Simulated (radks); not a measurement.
The numbers below are computed, except where a source is named.
Orbital eigenvalues (eV) of neutral tantalum, [Xe] 4f14 5d3 6s2, at several levels of relativity; Dirac values are averaged over j with weights 2j + 1. Spin-unpolarised spherical Kohn-Sham, LDA (Slater exchange, Perdew-Wang correlation), point nucleus unless stated (finite: rms radius 5.3507 fm), a radial shooting solver on a logarithmic mesh with Libxc functionals. A level marked "c x" has the speed of light scaled by that factor and shares open shells by 2j + 1; other Dirac levels either fill j = l - 1/2 first or share by 2j + 1.

\begin{tabular}{lrrrrr}
shell & non-rel. & Dirac, 2j+1 shares & Dirac, 2j+1 shares, finite nucleus & Dirac, c x 1.25 & change of magnitude, last against first (%) \\ \hline
3p & -2107.3 & -2235.2 & -2235.2 & -2185.3 & +3.70 \\
3d & -1740.0 & -1725.2 & -1725.3 & -1731.3 & -0.50 \\
4s & -454.79 & -538.29 & -538.10 & -504.47 & +10.92 \\
4p & -373.33 & -402.95 & -402.96 & -391.25 & +4.80 \\
4d & -224.92 & -221.49 & -221.50 & -222.84 & -0.93 \\
5s & -60.509 & -73.024 & -72.994 & -67.849 & +12.13 \\
5p & -37.454 & -40.026 & -40.029 & -38.951 & +4.00 \\
4f & -32.632 & -24.828 & -24.833 & -27.652 & -15.26 \\
5d & -4.9635 & -3.7936 & -3.7954 & -4.2107 & -15.17 \\
6s & -4.7584 & -5.6146 & -5.6125 & -5.2468 & +10.26 \\
6p (empty) & -1.5964 & -1.5124 & -1.5131 & -1.5350 & -3.85 \\
7s (empty) & -0.052246 & -0.062486 & -0.062427 & -0.053319 & +2.05 \\
\end{tabular}
